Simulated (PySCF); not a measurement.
**Re(2+) (rhenium, charge +2): r2SCAN0 calculation**

Configuration: [Xe] 4f14 5d5, high-spin 6S determinant. Computed with PySCF 2.14 in aug-cc-pVQZ-PP with ECP60MDF, with scalar relativity through the core potential.

- Total energy: -77.5854 hartree
- One-electron energy: -124.2273 hartree
- Hartree (Coulomb) energy: 54.7777 hartree
- Exchange-correlation energy: -8.1357 hartree
- ⟨S²⟩: 8.7519
- ⟨L²⟩: 0.000
- Sum of ⟨r⟩: 18.40 bohr
- Sum of ⟨r²⟩: 30.58 bohr²
- Time after the integrals: about 10 core-seconds

```
shell  electrons  mean orbital energy (hartree)  rms radius, mean of both spins (bohr)
 5s α          1                       -3.95549                                   1.12
 5s β          1                       -3.81411                                   1.12
 5p α          3                       -2.54062                                   1.30
 5p β          3                       -2.34462                                   1.30
 5d α          5                       -0.90047                                   1.89
```

Energies and moments cover only the electrons outside the core potential. Spin-orbit coupling, which splits the p, d and f shells strongly at this Z, is absent.
